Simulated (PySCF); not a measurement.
C5H9O3, SMILES [C](OC(C)COC)=O, multiplicity 2.

Geometry optimised at PBE0-D3(BJ)/def2-SVP. The isomer is the one that the SMILES or the coordinates give; other isomers of the formula were not compared. Other conformers were not sampled.

The numbers are results of TDA-PBE0/def2-SVPD run with PySCF 2.14.0, not measurements.

Vertical excitations. Gas-phase values at a fixed geometry.

```
state   energy (eV)  λ (nm)      f                              main pairs
------  -----------  ------  -----  --------------------------------------
root 1         4.21     295  0.005                        α HOMO→LUMO 93 %
root 2         4.56     272  0.001                        β HOMO→LUMO 91 %
root 3         5.32     233  0.001  β HOMO−2→LUMO 75 %, β HOMO−1→LUMO 11 %
root 4         5.50     226  0.016                      β HOMO−3→LUMO 81 %
root 5         6.17     201  0.002                      β HOMO−1→LUMO 78 %
root 6         6.24     199  0.001                      α HOMO→LUMO+1 87 %
```
Unrestricted roots are not spin-pure.
